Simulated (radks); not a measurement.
Pr10+, configuration [Kr] 4d10 5s2 5p1.

Calculated with a radial shooting solver on a logarithmic mesh with Libxc functionals: Dirac Kohn-Sham, BLYP, spin-unpolarised, spherical densities, finite nucleus; open shells fill j = l - 1/2 first; Fermi nuclear charge, rms radius 4.8919 fm.

Energy parts (hartree):
part                       energy
total                  -9217.2353
kinetic                 9916.2288
electron-nucleus      -22184.8837
Hartree                 3262.9775
exchange-correlation    -211.5579

Orbitals (lengths in bohr, moments of r in powers of bohr; r(90%) holds 90 % of the orbital's charge):
| orbital | occ. | eigenvalue (hartree) | r(90%) | <r^2> | <1/r> |
|---|---|---|---|---|---|
| 1s1/2 | 2 | -1541.625 | 0.0435 | 0.0007896 | 64.69 |
| 2s1/2 | 2 | -253.1627 | 0.159 | 0.01248 | 15.28 |
| 2p1/2 | 2 | -239.6305 | 0.142 | 0.009131 | 15.26 |
| 2p3/2 | 4 | -221.9040 | 0.150 | 0.01039 | 13.77 |
| 3s1/2 | 2 | -59.57930 | 0.400 | 0.08464 | 5.526 |
| 3p1/2 | 2 | -53.82098 | 0.393 | 0.07958 | 5.440 |
| 3p3/2 | 4 | -50.30859 | 0.410 | 0.08701 | 5.067 |
| 3d3/2 | 4 | -40.24845 | 0.384 | 0.07089 | 4.934 |
| 3d5/2 | 6 | -39.49189 | 0.389 | 0.07299 | 4.840 |
| 4s1/2 | 2 | -16.66425 | 0.881 | 0.4263 | 2.323 |
| 4p1/2 | 2 | -14.48930 | 0.914 | 0.4506 | 2.224 |
| 4p3/2 | 4 | -13.70200 | 0.950 | 0.4878 | 2.104 |
| 4d3/2 | 4 | -10.10404 | 1.03 | 0.5558 | 1.908 |
| 4d5/2 | 6 | -9.96023 | 1.05 | 0.5691 | 1.879 |
| 5s1/2 | 2 | -6.43617 | 1.82 | 1.864 | 1.050 |
| 5p1/2 | 1 | -5.69287 | 1.94 | 2.101 | 0.9838 |
| 5p3/2 | 0 | -5.50541 | 2.00 | 2.238 | 0.9459 |

The highest occupied level is 5p1/2 at -154.91 eV. Summed over all electrons, <r^2> = 16.66 bohr^2, which gives a Langevin (diamagnetic) susceptibility term of -13.2 x 10^-6 cm^3/mol. The density falls to 0.001 e/bohr^3 at r = 2.54 bohr. The electron density at the nucleus is 4.173e+05 e/bohr^3. For comparison, the ionisation energy in NIST's Atomic Spectra Database is 162 eV (theoretical). In exact Kohn-Sham theory the highest level is minus the ionisation energy, but local and semilocal functionals leave it too shallow, through self-interaction and a potential that decays too fast; potentials with the right tail come closer.

Beside tabulated values, note that spin-unpolarised runs miss the spin-polarisation part of the exchange energy of open shells.
